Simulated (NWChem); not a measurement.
# trans-1,3,3,3-tetrafluoropropene (C3H2F4); SMILES F/C=C/C(F)(F)F

```xyz
9

F     -0.1400    -2.8637     0.0008
C      0.2974    -1.6047    -0.0031
C     -0.5385    -0.5569     0.0068
C     -0.0367     0.8507     0.0008
F     -0.4777     1.5250    -1.0898
F     -0.4766     1.5329     1.0868
F      1.3181     0.9156    -0.0005
H      1.3969    -1.5232    -0.0147
H     -1.6294    -0.6948     0.0186
```
Atoms are numbered in this order, from 1.

Level: PBE-D3(BJ)/def2-SVP (NWChem), optimised geometry, unscaled harmonic frequencies. 

| frequency (cm⁻¹) | IR intensity (km/mol) |
|---|---|
| 80 | 0.0 |
| 188 | 2.8 |
| 192 | 1.7 |
| 380 | 1.8 |
| 402 | 6.6 |
| 409 | 1.8 |
| 544 | 1.1 |
| 567 | 0.1 |
| 677 | 21.9 |
| 822 | 12.1 |
| 866 | 19.6 |
| 922 | 41.5 |
| 1089 | 279.4 |
| 1141 | 285.5 |
| 1186 | 78.3 |
| 1222 | 171.1 |
| 1283 | 12.5 |
| 1318 | 130.6 |
| 1717 | 172.0 |
| 3133 | 2.0 |
| 3154 | 2.8 |

| Property | Result |
|---|---|
| zero-point energy | 30.4 kcal/mol |
| thermal correction to the enthalpy at 298.15 K (with zero-point energy) | 35.1 kcal/mol |
| heat capacity Cv | 22.1 cal/(mol K) |
| entropy at 298.15 K and 1 atm (symmetry number 1) | 81.3 cal/(mol K) |
| dipole moment | 1.17 D |

Rigid rotor and harmonic oscillator; modes under 100 cm⁻¹ make the entropy uncertain.
